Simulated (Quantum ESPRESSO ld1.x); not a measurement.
These are the eigenvalues of the occupied orbitals of an atom or ion with whole-number occupations (Ry). Calculated with ld1.x of Quantum ESPRESSO 7.5: scalar-relativistic Kohn-Sham, relativistic LDA (MacDonald-Vosko exchange, VWN5 correlation), spin-unpolarised, spherical densities, point nucleus.

| orbital | eigenvalue |
|---|---|
| 1s | -5396.12 |
| 2s | -943.679 |
| 2p | -823.476 |
| 3s | -222.310 |
| 3p | -186.938 |
| 3d | -147.266 |
| 4s | -49.5350 |
| 4p | -37.9047 |
| 4d | -23.4219 |
| 5s | -10.0664 |
| 4f | -7.25769 |
| 5p | -7.04727 |
| 5d | -3.56487 |

Which element is it, and in what charge state? The configuration may be excited.

Answer. Z = 76, osmium, charge +4: Os4+ in [Xe] 4f14 5d4. The list shows which subshells hold electrons but not how many an open one holds; the 1s level, -2698.1 hartree, gives Z - s = 73.5 by -(Z - s)^2/2, which with screening and relativity narrows Z to a few neighbours, and the depths of the outer levels then fix element, charge and occupations together.
